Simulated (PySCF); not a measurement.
Compound: Si5H12.
Bonds: Si1–Si2, Si2–Si3, Si2–Si4, Si2–Si5. Hydrogens: H6, H7, H8 on Si1; H9, H10, H11 on Si3; H12, H13, H14 on Si4; H15, H16, H17 on Si5.

The same species was optimised twice, with GFN2-xTB and with PBE0-D3(BJ)/def2-SVP (PySCF), and the same property calculations (PySCF, gas phase) were run on both structures.

```json
{"coordinate": "Si4–H13 (Å)", "GFN2-xTB": "1.465", "PBE0-D3(BJ)/def2-SVP": "1.496", "change": "+0.031"}
{"coordinate": "Si4–H14 (Å)", "GFN2-xTB": "1.465", "PBE0-D3(BJ)/def2-SVP": "1.496", "change": "+0.031"}
{"coordinate": "Si3–H11 (Å)", "GFN2-xTB": "1.465", "PBE0-D3(BJ)/def2-SVP": "1.496", "change": "+0.031"}
{"coordinate": "Si4–H12 (Å)", "GFN2-xTB": "1.465", "PBE0-D3(BJ)/def2-SVP": "1.496", "change": "+0.031"}
{"coordinate": "Si1–H7 (Å)", "GFN2-xTB": "1.465", "PBE0-D3(BJ)/def2-SVP": "1.496", "change": "+0.031"}
{"coordinate": "Si3–H10 (Å)", "GFN2-xTB": "1.465", "PBE0-D3(BJ)/def2-SVP": "1.496", "change": "+0.031"}
{"coordinate": "Si1–H6 (Å)", "GFN2-xTB": "1.465", "PBE0-D3(BJ)/def2-SVP": "1.496", "change": "+0.031"}
{"coordinate": "Si1–H8 (Å)", "GFN2-xTB": "1.465", "PBE0-D3(BJ)/def2-SVP": "1.496", "change": "+0.031"}
{"coordinate": "Si5–H17 (Å)", "GFN2-xTB": "1.465", "PBE0-D3(BJ)/def2-SVP": "1.496", "change": "+0.031"}
{"coordinate": "Si5–H15 (Å)", "GFN2-xTB": "1.465", "PBE0-D3(BJ)/def2-SVP": "1.496", "change": "+0.031"}
{"coordinate": "Si5–H16 (Å)", "GFN2-xTB": "1.465", "PBE0-D3(BJ)/def2-SVP": "1.496", "change": "+0.031"}
{"coordinate": "Si3–H9 (Å)", "GFN2-xTB": "1.465", "PBE0-D3(BJ)/def2-SVP": "1.496", "change": "+0.031"}
{"coordinate": "Si2–Si3 (Å)", "GFN2-xTB": "2.344", "PBE0-D3(BJ)/def2-SVP": "2.342", "change": "-0.002"}
{"coordinate": "Si2–Si4 (Å)", "GFN2-xTB": "2.343", "PBE0-D3(BJ)/def2-SVP": "2.342", "change": "-0.001"}
{"coordinate": "Si1–Si2 (Å)", "GFN2-xTB": "2.344", "PBE0-D3(BJ)/def2-SVP": "2.343", "change": "-0.001"}
{"coordinate": "Si2–Si5 (Å)", "GFN2-xTB": "2.344", "PBE0-D3(BJ)/def2-SVP": "2.343", "change": "-0.001"}
{"coordinate": "H7–Si1–H8 (°)", "GFN2-xTB": "106.3", "PBE0-D3(BJ)/def2-SVP": "108.9", "change": "+2.6"}
{"coordinate": "H10–Si3–H11 (°)", "GFN2-xTB": "106.3", "PBE0-D3(BJ)/def2-SVP": "108.9", "change": "+2.6"}
{"coordinate": "H12–Si4–H13 (°)", "GFN2-xTB": "106.3", "PBE0-D3(BJ)/def2-SVP": "108.9", "change": "+2.6"}
{"coordinate": "Si2–Si3–H11 (°)", "GFN2-xTB": "112.4", "PBE0-D3(BJ)/def2-SVP": "109.9", "change": "-2.5"}
{"coordinate": "H15–Si5–H16 (°)", "GFN2-xTB": "106.3", "PBE0-D3(BJ)/def2-SVP": "108.9", "change": "+2.6"}
{"coordinate": "H9–Si3–H11 (°)", "GFN2-xTB": "106.3", "PBE0-D3(BJ)/def2-SVP": "108.9", "change": "+2.6"}
{"coordinate": "H15–Si5–H17 (°)", "GFN2-xTB": "106.3", "PBE0-D3(BJ)/def2-SVP": "108.8", "change": "+2.5"}
{"coordinate": "H12–Si4–H14 (°)", "GFN2-xTB": "106.3", "PBE0-D3(BJ)/def2-SVP": "108.8", "change": "+2.5"}
```

Rotational constants: A = 1027, B = 1026, C = 1025 MHz (GFN2-xTB) against A = 1033, B = 1029, C = 1025 MHz (PBE0-D3(BJ)/def2-SVP). Atoms that the bonding makes alike are paired by their places after alignment.

On the GFN2-xTB structure: HOMO (eV) -8.31 [PBE0/pcSseg-1]; LUMO (eV) -0.36 [PBE0/pcSseg-1]; GIAO shielding of Si1/Si3/Si4/Si5 (mean) (ppm) 457.3 [PBE0/pcSseg-1]; GIAO shielding of Si2 (ppm) 516.5 [PBE0/pcSseg-1].

What do these properties become on the PBE0-D3(BJ)/def2-SVP structure?

| property | level | on GFN2-xTB | on PBE0-D3(BJ)/def2-SVP | change |
| --- | --- | --- | --- | --- |
| HOMO (eV) | PBE0/pcSseg-1 | -8.31 | -8.10 | +0.21 |
| LUMO (eV) | PBE0/pcSseg-1 | -0.36 | -0.24 | +0.12 |
| energy, GFN2-xTB geometry as zero (kcal/mol) | PBE0/pcSseg-1 | 0.0 | -3.3 | -3.3 |
| GIAO shielding of Si1/Si3/Si4/Si5 (mean) (ppm) | PBE0/pcSseg-1 | 457.3 | 450.6 | -6.7 |
| GIAO shielding of Si2 (ppm) | PBE0/pcSseg-1 | 516.5 | 511.1 | -5.4 |

The heavy atoms differ by 0.007 Å rms after alignment (one structure mirrored). Among all bonds 12 bonds (Si1–H6, Si1–H7, Si1–H8, Si3–H9, Si3–H10, Si3–H11 and others) change most and about equally (+0.031 Å). Changes are differences of the printed values. Neither structure is proved a minimum here.
